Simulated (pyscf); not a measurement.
# O=Ta(OH)(OH)–OH, singlet

Gas-phase minimum from PySCF at ωB97X-D3(BJ)/def2-SVP, one conformer. 

SMILES: [O]=[Ta]([OH])([OH])[OH]
```xyz
8

O     -1.6341    -0.7033    -1.4238
Ta    -0.8198     0.7934    -1.1803
O      0.1133     0.7100     0.4851
O      0.4052     1.0525    -2.6238
O     -2.1217     2.1911    -1.1462
H      0.2148     0.0449     1.1712
H      0.6435     0.5467    -3.4052
H     -3.0782     2.2299    -1.2284
```
Charge 0, spin multiplicity 1.

Bonded distances (Å): O1–Ta2 1.721, Ta2–O3 1.911, Ta2–O4 1.911, Ta2–O5 1.910, O3–H6 0.961, O4–H7 0.961, O5–H8 0.961. Angles (°): O1–Ta2–O3 108.4, O1–Ta2–O4 108.3, O1–Ta2–O5 108.4, O3–Ta2–O4 110.6, O3–Ta2–O5 110.4, O4–Ta2–O5 110.6, Ta2–O3–H6 134.8, Ta2–O4–H7 134.6, Ta2–O5–H8 135.0.

Properties at ωB97X-D3(BJ)/def2-SVP:

| Quantity | Value |
|---|---|
| Harmonic wavenumbers, unscaled | 182, 182, 191, 214, 215, 334, 349, 350, 473, 476, 479, 727, 728, 731, 1023, 3968, 3968, 3974 cm⁻¹ |
| Zero-point energy | 26.5 kcal/mol |
| Rotational symmetry number | 3 |
| Entropy of this conformer at 298 K and 1 atm, rigid rotor and harmonic oscillator, modes under 100 cm⁻¹ raised to 100 | 353.5 J/(mol K) |
| Dipole moment | 0.20 D |

Single-point totals, which compare only within one level:

| level | total energy (hartree) |
|---|---|
| ωB97X-D3(BJ)/def2-TZVP | -360.18114 |
| PBE/def2-TZVP | -359.84096 |
| r²SCAN/def2-TZVP | -360.00554 |
| B3LYP-D3(BJ)/def2-TZVP | -360.14402 |
| PBE0-D3(BJ)/def2-TZVP | -359.78076 |
| M06-2X/def2-TZVP | -359.88453 |
| ωB97M-D3(BJ)/def2-TZVP | -360.13161 |

Soft torsions are taken as harmonic, which can shift the entropy by several J/(mol K). Elements past Kr carry the def2 core potentials, without spin-orbit coupling.
